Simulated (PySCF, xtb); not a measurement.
AlCl₂, SMILES [Al]([Cl])[Cl], multiplicity 2.

Harmonic wavenumbers (cm⁻¹) from GFN2-xTB (xtb) at its own minimum, in rising order: 93, 448, 592.

Q: What does PBE-D3(BJ)/def2-TZVP in PySCF give at its own minimum? (Estimate from the structure and the level; the computed values follow.)

A: 137, 437, 551. Paired by order, the mean absolute difference is 32 cm⁻¹ and the zero-point energies are 1.6 and 1.6 kcal/mol.
